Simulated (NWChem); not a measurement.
Atomisation of C3H6ClF

```
C
F 1 1.3764
H 1 1.1048 2 107.43
C 1 1.5128 3 108.88 2 117.72
H 4 1.0988 1 110.36 3 67.49
H 4 1.0995 5 108.97 1 -120.78
C 1 1.5131 3 110.51 2 -118.71
H 7 1.0991 1 109.56 3 63.06
H 7 1.0999 8 108.33 1 121.43
H 7 1.1008 8 108.15 9 117.69
Cl 4 1.7816 5 107.71 6 -116.46
```
Charge 0, spin multiplicity 1.

All runs are NWChem calculations. All single points use one geometry, from PBE0/def2-SVP, a minimum by its harmonic frequencies. It is one conformer; others weren't searched.

Basis set: def2-TZVP. The atomisation energy is electronic alone: no zero-point, thermal, spin-orbit or counterpoise terms. No value is extrapolated to the basis-set limit. Free atoms are single determinants with multiplicities C 3, F 2, Cl 2, H 2. Correlated methods freeze the same cores in atoms and molecule, 9 orbitals in all.

```
method     atomisation energy (kcal/mol)  relative cost
---------  -----------------------------  -------------
CAM-B3LYP                          994.2              6
TPSS                               998.2        under 3
PBE0                               998.1              1
PBE                               1014.3        under 3
BP86                              1019.9        under 3
B3LYP                              984.8        under 3
HF                                 735.3        under 3
MP2                                977.6        under 3
```

The values span 284.5 kcal/mol, from HF (lowest) to BP86 (highest). The cost column gives rough processor time relative to PBE0; each entry includes its own SCF. Costs are the molecule's.

B3LYP has NWChem's definition, with VWN1-RPA local correlation. GW and range-separated runs recompute their integrals, the others keep them in memory, which bears on the times. The structure started from a generated list of species. The stability of the SCF solutions was not checked. Open-shell Hartree-Fock references start from PBE0 orbitals; any time given for them includes that run.
